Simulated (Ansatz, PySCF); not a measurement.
System: PbI$_{2}$ (charge -1, doublet). 
Structure (B3LYP-D3(BJ)/def2-TZVP (Ansatz, a first-principles code) minimum search):
```
Pb
I 1 3.0088
I 1 3.0088 2 104.09
```
Charge -1, spin multiplicity 2.

Total electronic energies in hartree. Valence correlation only, unless marked. UHF or UKS for open shells. Spin-orbit coupling is left out. Frozen are the shells of the preceding noble gas and the d and f shells that filled before the atom's block. Past Kr the def2 sets carry scalar-relativistic core potentials. CBS marks a two-point X^-3 extrapolation of the correlation energy; Hartree-Fock from the larger set. The bracket is a focal-point correction in the basis named.

```json
[
 {"level": "HF/def2-TZVPD", "program": "PySCF", "energy (Eh)": "-785.35251"},
 {"level": "HF/def2-TZVPPD", "program": "Ansatz", "energy (Eh)": "-785.35257"},
 {"level": "HF-D4/def2-TZVPD", "program": "PySCF + dftd4", "energy (Eh)": "-785.36443"},
 {"level": "RI-HF/def2-TZVPP", "program": "Ansatz", "energy (Eh)": "-785.35060"},
 {"level": "RI-HF/def2-TZVPPD", "program": "Ansatz", "energy (Eh)": "-785.35251"},
 {"level": "SVWN5/def2-TZVPD", "program": "Ansatz", "energy (Eh)": "-787.42246"},
 {"level": "revPBE/def2-TZVPD", "program": "Ansatz", "energy (Eh)": "-788.64753"},
 {"level": "PBE0-D3(BJ)/def2-TZVPD", "program": "Ansatz + dftd3", "energy (Eh)": "?"},
 {"level": "PBE0/def2-QZVPP", "program": "Ansatz", "energy (Eh)": "-788.51699"},
 {"level": "BHLYP-D3(BJ)/def2-TZVPD", "program": "Ansatz + dftd3", "energy (Eh)": "-788.28192"},
 {"level": "BHLYP/def2-TZVPD", "program": "Ansatz", "energy (Eh)": "-788.27189"},
 {"level": "r2SCAN0/def2-TZVPD", "program": "Ansatz", "energy (Eh)": "?"},
 {"level": "HSE06-D3(BJ)/def2-TZVPD", "program": "Ansatz + dftd3", "energy (Eh)": "-788.51601"},
 {"level": "HSE06-D4/def2-TZVPD", "program": "Ansatz + dftd4", "energy (Eh)": "-788.51571"},
 {"level": "CAM-B3LYP-D4/def2-TZVPD", "program": "Ansatz + dftd4", "energy (Eh)": "-788.46729"},
 {"level": "LC-wPBE/def2-TZVPD", "program": "Ansatz", "energy (Eh)": "-788.58037"},
 {"level": "PBE-QIDH/def2-TZVPD", "program": "Ansatz", "energy (Eh)": "-787.61052"},
 {"level": "RPA@PBE/def2-TZVPP", "program": "Ansatz", "energy (Eh)": "-785.90646"},
 {"level": "MP2/def2-TZVPP", "program": "Ansatz", "energy (Eh)": "-785.69199"},
 {"level": "MP2/def2-TZVPPD", "program": "Ansatz", "energy (Eh)": "-785.69644"},
 {"level": "SCS-MP2/def2-SVP", "program": "Ansatz", "energy (Eh)": "-785.55946"},
 {"level": "CCSD(T)/def2-TZVPP", "program": "Ansatz", "energy (Eh)": "-785.74204"},
 {"level": "RI-MP2/CBS(def2-TZVPPD,def2-QZVPPD)+[CCSD(T)-MP2]/def2-TZVPPD", "program": "Ansatz", "energy (Eh)": "-785.8296"}
]
```

### Question
Complete the blanks.

### Answer

- PBE0-D3(BJ)/def2-TZVPD, energy (Eh): -788.51911
- r2SCAN0/def2-TZVPD, energy (Eh): -788.70536
